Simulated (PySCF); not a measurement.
Runs that did not reach their result, on `CC#Cc1ccsc1[S-]` (driver script around PySCF, density fitting, GFN2-xTB geometry as the base; each input is a line of settings and coordinates in Å).

Command:
```bash
OMP_NUM_THREADS=1 python probes_run.py task.json out
```
Input:
```
{"job": {"kind": "nmr", "xc": "PBE0", "basis": "pcSseg-1", "pop": false, "scf": {"max_cycle": 82}}, "charge": -1, "multiplicity": 3}
C      3.231715     0.435170    -0.606409
C      1.781207     0.206930    -0.327752
C      0.580709     0.003504    -0.089320
C     -0.819465    -0.228824     0.184286
C     -1.841540     0.807205     0.063681
C     -3.127142     0.367813     0.372429
S     -3.146515    -1.363741     0.832941
C     -1.329311    -1.503254     0.598378
S     -0.487167    -2.980258     0.864964
H      3.636840     1.260194     0.044909
H      3.390271     0.719421    -1.684874
H      3.811408    -0.504743    -0.395318
H     -1.603089     1.848668    -0.246386
H     -4.078620     0.931428     0.365641
```

Output:
```
NotImplementedError: this response code serves closed shells only; the SCF ended at -1065.35934011 Eh with <S^2> = 2.0259
```

The run took about 1.6 min of CPU time (one thread, shared machine).

Q: Diagnose the run.

A: Multiplicity 3 makes an open shell, and the driver's response routines handle closed shells alone; the run stopped after the SCF. The coordinates are the GFN2-xTB ones scaled by 1.03. Use an unrestricted response code, or restore the closed-shell charge and spin. The SCF energy in the message belongs to the altered spin state, and the message doesn't say whether it converged.

Input:
```
{"job": {"kind": "nmr", "xc": "r2SCAN", "basis": "cc-pCVDZ", "pop": true, "grid": 0, "scf": {"diis": false, "max_cycle": 82}}, "charge": -1, "multiplicity": 1}
C      3.137587     0.422495    -0.588747
C      1.729327     0.200903    -0.318206
C      0.563795     0.003402    -0.086718
C     -0.795597    -0.222159     0.178918
C     -1.787903     0.783694     0.061826
C     -3.036060     0.357100     0.361582
S     -3.054869    -1.324020     0.808681
C     -1.290593    -1.459470     0.580950
S     -0.472978    -2.893454     0.839771
H      3.530913     1.223489     0.043601
H      3.291525     0.698467    -1.635800
H      3.700396    -0.490042    -0.383804
H     -1.556397     1.794823    -0.239210
H     -3.959825     0.904299     0.354991
```

Output:
```
KeyError: 'Element h (Z=1) not found in basis cc-pCVDZ version 0'
```

Q: Diagnose the run.

A: The basis cc-pCVDZ in the Basis Set Exchange has no functions for hydrogen, so the input was refused before any integral. Choose a basis that covers all elements. r2SCAN is a meta-GGA, for which the driver's response step would refuse in any case. The run gave no result.
